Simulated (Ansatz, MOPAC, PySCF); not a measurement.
System: SiBr$_{2}$F, net charge 0, doublet state. SMILES: F[Si](Br)Br
Structure (B3LYP-D3(BJ)/def2-TZVP (Ansatz, a program for electronic structure) minimum search):
```xyz
4

F     -0.0303     2.1031    -0.1605
Si    -0.0080     0.6736     0.5524
Br    -1.8389    -0.4313    -0.0847
Br     1.8499    -0.3789    -0.0950
```
Charge 0, spin multiplicity 2.

Unscaled harmonic wavenumbers (cm⁻¹) in rising order, each level at the stationary point that it reaches from this structure (no distance between atoms moves by over 0.3 Å); the order of modes can differ between levels, and a negative number is imaginary. B3LYP-D3(BJ)/def2-TZVP (PySCF, at the structure above): 106, 192, 229, 376, 466, 876.

PM6 (MOPAC): 99, 123, 185, 261, 401, 665. Zero-point energy 2.5 against 3.2 kcal/mol; where all levels lie over 400 cm⁻¹, the wavenumbers are on average 0.810 times those of B3LYP-D3(BJ)/def2-TZVP.

B3LYP/6-31G* with LANL2DZ past Ar (Ansatz): 100, 187, 218, 356, 442, 910. Zero-point energy 3.2 against 3.2 kcal/mol; where all levels lie over 400 cm⁻¹, the wavenumbers are on average 0.994 times those of B3LYP-D3(BJ)/def2-TZVP.
